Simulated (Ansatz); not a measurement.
Reaction (SMILES): F[S] (F-S) → F atom + S atom
B3LYP-D3(BJ)/def2-TZVP geometries, fixed; electronic energies without zero-point terms.

Basis-set convergence of the atomisation energy at CCSD(T) with Ansatz (an electronic-structure program). Cartesian d functions, on some or all atoms, in 6-311G**, 6-311+G**; all else is spherical. Cores are frozen. Open shells are unrestricted. No added dispersion term, no relativity. Functions are those of the species that has most. Reference: Hartree-Fock in aug-cc-pV(Q+d)Z plus the correlation part extrapolated as X^-3 from aug-cc-pV(T+d)Z and aug-cc-pV(Q+d)Z, 84.67 kcal/mol, itself unsure by roughly 0.72 kcal/mol (a third of the extrapolation step and of the last Hartree-Fock step). Deviations are taken from unrounded values.

| basis | functions | atomisation energy (kcal/mol) | minus reference (kcal/mol) |
|---|---|---|---|
| 6-311G** | 45 | 62.90 | -21.77 |
| aug-pcseg-1 | 50 | 69.94 | -14.74 |
| def2-SVPD | 50 | 70.73 | -13.94 |
| 6-311+G** | 53 | 65.48 | -19.19 |
| aug-cc-pV(D+d)Z | 55 | 72.73 | -11.94 |
| 6-311++G(2d,2p) | 62 | 70.76 | -13.92 |
| jun-cc-pV(T+d)Z | 87 | 78.89 | -5.78 |
| def2-TZVPPD | 91 | 79.03 | -5.64 |
| aug-cc-pV(T+d)Z | 101 | 80.40 | -4.27 |
| cc-pV(Q+d)Z | 119 | 81.79 | -2.88 |
| pcseg-3 | 124 | 82.94 | -1.74 |
| def2-QZVPPD | 145 | 82.08 | -2.59 |
| aug-pcseg-3 | 174 | 83.20 | -1.47 |
